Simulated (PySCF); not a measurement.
# Dipole moment and polarisability of `C[C@@H]1CO[C@@H]1C#N`

Compound: C5H7NO.
Geometry (GFN2-xTB, Å), atoms numbered from 1 in this order:
```xyz
14
C5H7NO angstrom
C     -0.829    1.212   -0.360
C     -0.163   -0.118   -0.651
C     -0.700   -1.343    0.104
O      0.576   -1.591    0.699
C      1.158   -0.430    0.095
C      1.584    0.560    1.060
N      1.909    1.344    1.825
H     -0.931    1.369    0.712
H     -0.240    2.029   -0.771
H     -1.819    1.234   -0.812
H     -0.076   -0.275   -1.727
H     -1.027   -2.186   -0.510
H     -1.459   -1.118    0.859
H      2.015   -0.689   -0.543
```

Level: PBE0/def2-SVPD (PySCF), static field, nuclei fixed, core orbitals frozen in the response. The polarisability tensor in these axes (au):

```
x   63.75  5.11  6.50
y    5.11 65.67  5.49
z    6.50  5.49 59.75
```

What are the eigenvalues, a third of the trace, and Δα (Δα² = ½Σ(αi − αj)² over the three pairs)?

Principal values 54.68, 59.83 and 74.66 au; mean 63.06 au = 9.34 Å³ = 10.40 × 10⁻⁴⁰ C²·m²/J; Δα = 17.97 au (28 % of the mean).

What is the dipole moment, and where does it point?

(-2.26, -0.93, -3.69) D, 4.43 D in size, pointing from the negative to the positive side. Measured along this direction, the outermost atoms are N7 at the negative end and H11 at the positive end.

Give the eigenvalues of the traceless quadrupole moment Θ = ½Σq(3rr − r²1), origin at the centre of nuclear charge.

-8.53, -0.03, 8.56 D·Å. The values depend on the origin, since the dipole doesn't vanish. The electronic extent ⟨r²⟩ about the same centre is 702 bohr², a root-mean-square distance of 1.94 Å for the 52 electrons.

What depolarisation ratio follows for Rayleigh scattering of linearly polarised light, taking the static tensor?

ρ = 3Δα²/(45ᾱ² + 4Δα²) = 968.6/(178930 + 1291.5) = 0.00537.

In a dilute gas of rigid molecules at 400 K, how does the orientational term μ²/3kT compare with the electronic polarisability?

In Gaussian units μ²/3kT = 118.29 Å³ against 9.34 Å³, a ratio of 12.66; the Debye molar polarisation (4π/3)N_A(α + μ²/3kT) is 322.0 cm³/mol, leaving out the vibrational part.

Along which axes do the principal values lie, and how far do the nuclei extend along each?

Largest value along (0.59, 0.64, 0.49), where the nuclei span 5.14 Å; middle along (-0.63, 0.75, -0.21), 3.94 Å; least along (-0.50, -0.19, 0.85), 3.04 Å. The response follows the extents in order.

Geometry: GFN2-xTB; no solvent, vibrations or thermal averaging.
